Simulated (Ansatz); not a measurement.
Members of the series B-XY, Y = H; each row names its spin state. Gas-phase values, no solvent. One relaxed conformer stands for each flexible species; it need not be the lowest. Strings in code marks are SMILES.

Quantity: adiabatic spin-state energy, in eV. The DFT solution of `[BH-]F`, `[BH-]Cl` and `[BH2-]` is unstable or spin-contaminated; the geometry comes from it. HF references are unrestricted for open shells and restricted for singlets. The restricted reference of `[BH2-]`, `[BH-]F` and `[BH-]Cl` is unstable towards unrestricted orbitals.

Level 1: composite: frozen-core CCSD(T) with HF/aug-cc-pVQZ and the correlation energy extrapolated as X^-3 from aug-cc-pVTZ and aug-cc-pVQZ, plus CCSDT(Q) minus CCSD(T) in aug-cc-pVDZ // PBE0-D3(BJ)/def2-TZVPD (Ansatz, a program for electronic structure)
Level 2: frozen-core CCSD(T)/aug-cc-pVTZ // PBE0-D3(BJ)/def2-TZVPD (Ansatz)
Level 3: HSE06/aug-cc-pVTZ // PBE0-D3(BJ)/def2-TZVPD (Ansatz)
Level 4: PBE/aug-cc-pVTZ // PBE0-D3(BJ)/def2-TZVPD (Ansatz)

```tsv
species	level 1	level 2	level 3	level 4
`[BH-]F`: multiplicity 3 minus multiplicity 1	0.69	0.67	0.325	…
`[BH-]Cl`: multiplicity 3 minus multiplicity 1	…	…	0.212	0.247
`[BH2-]`: multiplicity 3 minus multiplicity 1	-0.006	-0.024	-0.302	-0.272
```

### Question
Complete the blanks.

### Answer

- `[BH-]F`: multiplicity 3 minus multiplicity 1, level 4: 0.335
- `[BH-]Cl`: multiplicity 3 minus multiplicity 1, level 1: 0.53
- `[BH-]Cl`: multiplicity 3 minus multiplicity 1, level 2: 0.52
